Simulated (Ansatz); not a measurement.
Steps of a relaxation of CH₅FOSi, SMILES `OC(F)[SiH3]` with RKS PBE0-D4/def2-TZVP.

```sh
$ ansatz run in.yaml --threads 2 --pin off --events-out ev --progress --plain --max-ram 4352MiB
```

```yaml
crystal:
  periodic: [false, false, false]
  atoms:
    - {symbol: O, position_ang: [-0.149340, 1.218663, -1.082991]}
    - {symbol: C, position_ang: [0.502175, 0.129544, -0.532879]}
    - {symbol: F, position_ang: [0.565157, -0.941795, -1.450165]}
    - {symbol: Si, position_ang: [-0.514056, -0.482855, 0.984975]}
    - {symbol: H, position_ang: [0.424344, 1.614652, -1.768604]}
    - {symbol: H, position_ang: [1.567414, 0.356686, -0.273642]}
    - {symbol: H, position_ang: [-1.898196, -0.828146, 0.521540]}
    - {symbol: H, position_ang: [0.159045, -1.702537, 1.547201]}
    - {symbol: H, position_ang: [-0.568144, 0.589489, 2.037464]}
basis:
  gaussian: {orbitals: def2-TZVP}
hamiltonian: {xc: pbe0, dispersion: d4}
relax: {f_tol: 0.005, max_steps: 150}
```

Positions (Å) and forces (eV/Å) along the path, 7 of 7 steps:

```xyz
9
step=1 energy=-13752.9167 eV
O    -0.149    1.219   -1.083    0.709   -0.089   -0.495
C     0.502    0.130   -0.533    0.215   -0.106    0.272
F     0.565   -0.942   -1.450   -0.005    0.490    0.205
Si   -0.514   -0.483    0.985   -0.080   -0.083    0.094
H     0.424    1.615   -1.769   -0.443   -0.236    0.460
H     1.567    0.357   -0.274   -0.610   -0.120   -0.243
H    -1.898   -0.828    0.522    0.291    0.088    0.088
H     0.159   -1.703    1.547   -0.118    0.267   -0.127
H    -0.568    0.589    2.037    0.041   -0.211   -0.254
9
step=2 energy=-13752.9463 eV
O    -0.144    1.211   -1.084    0.186   -0.023   -0.109
C     0.495    0.128   -0.520    0.118   -0.059   -0.046
F     0.571   -0.923   -1.449   -0.022    0.138    0.099
Si   -0.519   -0.488    0.987    0.017    0.026   -0.020
H     0.427    1.601   -1.760   -0.138   -0.065    0.139
H     1.547    0.355   -0.273   -0.197   -0.036   -0.008
H    -1.891   -0.823    0.525    0.071    0.014    0.034
H     0.160   -1.692    1.540   -0.039    0.063   -0.032
H    -0.557    0.585    2.018    0.005   -0.058   -0.055
9
step=3 energy=-13752.9490 eV
O    -0.144    1.206   -1.084    0.006   -0.017    0.012
C     0.495    0.125   -0.520   -0.031   -0.063   -0.035
F     0.575   -0.920   -1.449    0.003    0.046    0.038
Si   -0.517   -0.486    0.983    0.002    0.003   -0.010
H     0.424    1.599   -1.755    0.005    0.025   -0.020
H     1.538    0.354   -0.264    0.019    0.010    0.005
H    -1.887   -0.820    0.529   -0.013    0.000   -0.001
H     0.157   -1.687    1.533    0.006   -0.011    0.007
H    -0.552    0.584    2.011    0.005    0.009    0.004
9
step=4 energy=-13752.9492 eV
O    -0.145    1.205   -1.085   -0.001   -0.001    0.001
C     0.494    0.124   -0.521   -0.006   -0.030   -0.017
F     0.578   -0.920   -1.449    0.002    0.009    0.007
Si   -0.518   -0.487    0.982   -0.001    0.005    0.002
H     0.423    1.600   -1.755   -0.001    0.010   -0.004
H     1.537    0.355   -0.263    0.009    0.007    0.008
H    -1.890   -0.818    0.531   -0.004    0.000    0.001
H     0.156   -1.689    1.534    0.000   -0.004    0.001
H    -0.548    0.584    2.009    0.002    0.003    0.002
9
step=5 energy=-13752.9493 eV
O    -0.147    1.201   -1.087   -0.006    0.007   -0.008
C     0.494    0.122   -0.522    0.013    0.004    0.003
F     0.585   -0.920   -1.450    0.001   -0.007   -0.005
Si   -0.518   -0.487    0.981   -0.003   -0.002    0.004
H     0.421    1.602   -1.754   -0.003   -0.003    0.006
H     1.535    0.358   -0.260   -0.003    0.000    0.001
H    -1.893   -0.815    0.534    0.001    0.002    0.001
H     0.153   -1.691    1.532   -0.002    0.002   -0.001
H    -0.543    0.585    2.008    0.002   -0.002   -0.001
9
step=6 energy=-13752.9493 eV
O    -0.150    1.197   -1.090    0.002    0.002   -0.001
C     0.495    0.122   -0.522   -0.008   -0.003    0.004
F     0.593   -0.921   -1.448    0.003   -0.002    0.000
Si   -0.518   -0.488    0.981    0.005    0.001   -0.004
H     0.418    1.601   -1.754   -0.001    0.000    0.001
H     1.535    0.363   -0.258    0.001    0.001   -0.001
H    -1.895   -0.809    0.535    0.000    0.001    0.000
H     0.148   -1.695    1.530   -0.001   -0.001    0.000
H    -0.537    0.583    2.009    0.000    0.001    0.002
9
step=7 energy=-13752.9493 eV
O    -0.153    1.194   -1.093    0.001   -0.003    0.003
C     0.496    0.122   -0.522    0.000    0.002    0.001
F     0.599   -0.922   -1.446   -0.001    0.000    0.003
Si   -0.518   -0.488    0.981   -0.003   -0.001   -0.004
H     0.415    1.601   -1.755    0.001    0.000   -0.001
H     1.533    0.368   -0.256    0.001    0.001   -0.001
H    -1.895   -0.803    0.535   -0.001   -0.001    0.000
H     0.144   -1.699    1.527    0.001    0.001   -0.001
H    -0.533    0.581    2.012    0.002    0.001   -0.001
```

It took 28 s on 2 threads of an Arm Neoverse V1 on a shared host, with 0.32 GiB of host memory at the peak.
